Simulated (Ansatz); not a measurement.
These are frozen-core CCSD(T)/cc-pVTZ // PBE0-D4/def2-TZVP (Ansatz, an electronic-structure program) values and carry that method's errors.

Ansatz 0.2 input:
```yaml
crystal:
  periodic: [false, false, false]
  atoms:
    - { symbol: C, position_ang: [1.99699, -0.424502, 0.156873] }
    - { symbol: Si, position_ang: [0.75381, 0.952965, -0.124791] }
    - { symbol: Si, position_ang: [-1.409796, 0.299337, 0.485146] }
    - { symbol: N, position_ang: [-1.878537, -1.019286, -0.531064] }
    - { symbol: H, position_ang: [1.698598, -1.322613, -0.388038] }
    - { symbol: H, position_ang: [2.993281, -0.130725, -0.180341] }
    - { symbol: H, position_ang: [2.054991, -0.678133, 1.217553] }
    - { symbol: H, position_ang: [0.74387, 1.337406, -1.568533] }
    - { symbol: H, position_ang: [1.137349, 2.170243, 0.647299] }
    - { symbol: H, position_ang: [-2.320316, 1.488578, 0.453726] }
    - { symbol: H, position_ang: [-1.435777, -0.207254, 1.886557] }
    - { symbol: H, position_ang: [-1.812473, -0.910315, -1.530883] }
    - { symbol: H, position_ang: [-2.695988, -1.558701, -0.29185] }
basis:
  gaussian: { orbitals: cc-pVTZ }
correlation:
  method: ccsd_t
```

Output:

```
Functional definition: HF
1424 factors; integrals over basis functions are off by at most 1.1e-3 eV
mean field evaluation 1: about -18377.5180 eV, gradient 4.0e1 eV
mean field evaluation 2: about -18377.7324 eV, gradient 4.0e1 eV
mean field evaluation 4: about -18381.6874 eV, gradient 3.8e0 eV
mean field evaluation 8: about -18381.7511 eV, gradient 2.1e-1 eV
mean field evaluation 16: about -18381.7514 eV, gradient 1.0e-6 eV
mean field -18381.75137352 eV, -675.5169033782 hartree, gradient 1.0e-6 eV, S^2 0.000000; 0 other end points of the search recorded, 0 dependent functions left out
12 core orbitals not correlated
reference -18381.75137352 eV, -675.5169033782 hartree; 13, 13 occupied and 229, 229 virtual orbitals, 1424 factors
second order -17.71107619 eV of doubles, -0.00000000 eV of singles
cycle   1  -18.77030737 eV  change    -1.1e0 eV  update   9.0e-2
cycle   2  -19.29302714 eV  change   -5.2e-1 eV  update   2.7e-2
cycle   3  -19.35146853 eV  change   -5.8e-2 eV  update   1.0e-2
cycle   4  -19.34586853 eV  change    5.6e-3 eV  update   2.9e-3
cycle   5  -19.34565698 eV  change    2.1e-4 eV  update   1.1e-3
cycle   6  -19.34541283 eV  change    2.4e-4 eV  update   3.0e-4
cycle   7  -19.34531961 eV  change    9.3e-5 eV  update   9.1e-5
cycle   8  -19.34533419 eV  change   -1.5e-5 eV  update   3.6e-5
cycle   9  -19.34533482 eV  change   -6.2e-7 eV  update   1.4e-5
perturbative correction -0.69994387 eV, -0.0257224630 hartree
Total energy: -18401.79665221 eV, -676.2535537829 hartree
```

Cost: very roughly 18 core-minutes.
